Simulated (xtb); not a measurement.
Harmonic IR lines of one isomer of CH7NSi2, unscaled. Method: GFN2-xTB run with xtb 6.7.1.

```csv
wavenumber (cm⁻¹),relative intensity
240,13
316,26
412,4.5
466,6.0
637,15
678,6.6
721,14
814,32
845,22
919,31
1528,5.2
2036,94
2144,100
3005,5.5
3020,6.8
```

### Question
Which structure gives these lines?
A. `[SiH3]/C=N\[SiH3]`
B. `[H]/N=C\[SiH2][SiH3]`
C. `C/[SiH]=[SiH]\N`
D. `[SiH3]/C=N/[SiH3]`

### Answer
C, `C/[SiH]=[SiH]\N`
